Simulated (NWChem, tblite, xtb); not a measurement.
# InCl2F (SMILES [F][In]([Cl])[Cl]): methods side by side

The species is InCl2F (4 atoms), meant as a singlet with charge 0. SMILES: `[F][In]([Cl])[Cl]`. The shape comes from GFN2-xTB, which is rough for such elements, and wasn't checked as a minimum.

Each level gives the dipole moment (D). The values are calculated.

```tsv
level	kind	program	value (D)	CPU time
IPEA1-xTB	semi-empirical	tblite	1.99	under 2 s
GFN2-xTB	semi-empirical	tblite	2.62	under 2 s
GFN0-xTB	semi-empirical	xtb	2.57	under 2 s
GFN1-xTB	semi-empirical	xtb	2.30	under 2 s
HF/STO-3G	Hartree–Fock	NWChem	0.62	8 s
HF/def2-SVP (core potential)	Hartree–Fock	NWChem	1.86	15 s
HF/def2-SVPD (core potential)	Hartree–Fock	NWChem	1.84	33 s
BLYP/def2-SVP (core potential)	GGA	NWChem	1.45	23 s
PBE/def2-SVPD (core potential)	GGA	NWChem	1.59	34 s
PBE0/def2-SVP (core potential)	global hybrid	NWChem	1.56	18 s
```

All-electron rows without a relativistic Hamiltonian named are non-relativistic, while core potentials hold scalar relativity, so basis and relativity change together. The values span 0.62 to 2.62 D. Magnitudes only. Sets without polarisation functions give poor dipoles. Without the sets that lack polarisation functions the rows with a basis span only 1.45 to 1.86 D. Times are those of the runs behind each value, whatever else they computed, on shared processors of several kinds: orders of magnitude only.
